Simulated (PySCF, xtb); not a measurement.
CH4I2Si, SMILES C[SiH](I)I.

GFN2-xTB (xtb 6.7.1) at its own geometry gives an orbital gap of 5.32 eV and a dipole moment of 5.45 D.

Coordinates come from a B3LYP-D3(BJ)/def2-SVP optimisation. The def2 effective core potentials stand for the cores of I; spin–orbit coupling is left out.

Problem. What does HF/def2-TZVP run with PySCF give? (An estimate is asked for; the answer gives what the named calculation found.)

Solution. gap 11.92 eV (levels -9.97 and 1.95 eV), dipole 2.06 D.
